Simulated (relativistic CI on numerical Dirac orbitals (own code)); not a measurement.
**Pm³⁺ (4f4) in a crystal field**

Calculated by Dirac-Coulomb-Breit CI, orbitals from a KLI potential per configuration, model QED, valence Slater integrals scaled by 0.75, one configuration in a parametric crystal field (own radial code).

Field parameters in Wybourne normalisation. The field is a parameter set, without covalency.

S is read from ⟨S²⟩ = S(S + 1).

Levels (cm⁻¹, degeneracy): 0 (1), 1 (2), 29 (2), 93 (1), 150 (2), 182 (1), 1471 (1), 1485 (2), 1522 (2), 1560 (1), 1570 (1), 1591 (2).

Which field gives this pattern?
A. D3h, B20 = -260, B40 = -530, B60 = -660, B66 = 20 cm⁻¹
B. D3h, B20 = 820, B40 = -440, B60 = -210, B66 = -280 cm⁻¹
C. D3h, B20 = 790, B40 = -50, B60 = -500, B66 = 200 cm⁻¹

B. D3h, B20 = 820, B40 = -440, B60 = -210, B66 = -280 cm⁻¹, ground level with S = 1.97.
